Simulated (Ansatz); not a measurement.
Al(PF3)H3 (AlPH₃F₃). Total charge 0; triplet. Geometry PBE0-D4/def2-SVP, that of the neutral singlet.

```csv
atom,x (Å),y (Å),z (Å)
Al1,-1.1864,0.7405,-0.5327
P2,0.8015,-0.4953,0.3659
F3,1.1405,-0.3778,1.9006
F4,2.2173,-0.1618,-0.2403
F5,0.8148,-2.0637,0.2146
H6,-0.9144,0.2440,-2.0258
H7,-0.6520,2.1705,-0.0672
H8,-2.2213,-0.0565,0.3849
```

At PBE-D4/def2-TZVP the gap within one spin of the charge 0 triplet nearly closes, so an electron or hole may be smeared out by delocalisation error. At PBE0-D4/def2-TZVP a singlet of charge 0 lies 6.04 eV below the triplet at the same geometry.

(1) Estimate the α-spin orbital energies around the gap (eV) in Ansatz with PBE-D4/def2-TZVP, r2SCAN-D4/def2-TZVP, PBE0-D4/def2-TZVP.

Results:

(1) 
| orbital | PBE-D4/def2-TZVP | r2SCAN-D4/def2-TZVP | PBE0-D4/def2-TZVP |
| --- | --- | --- | --- |
| HOMO−5 | -10.70 | -11.39 | -13.24 |
| HOMO−4 | -10.30 | -10.99 | -13.01 |
| HOMO−3 | -8.75 | -9.40 | -10.78 |
| HOMO−2 | -8.59 | -8.96 | -9.60 |
| HOMO−1 | -8.47 | -8.50 | -8.95 |
| HOMO | -2.07 | -2.47 | -3.73 |
| LUMO | -1.84 | -1.83 | -1.47 |
| LUMO+1 | -1.78 | -1.31 | -0.84 |
| LUMO+2 | 0.05 | 0.50 | 0.95 |
| LUMO+3 | 0.23 | 0.73 | 1.19 |
| LUMO+4 | 0.37 | 0.99 | 1.34 |
| LUMO+5 | 1.78 | 2.44 | 2.64 |
| β HOMO | -7.76 | -7.86 | -8.67 |
| β LUMO | -7.74 | -7.73 | -7.22 |
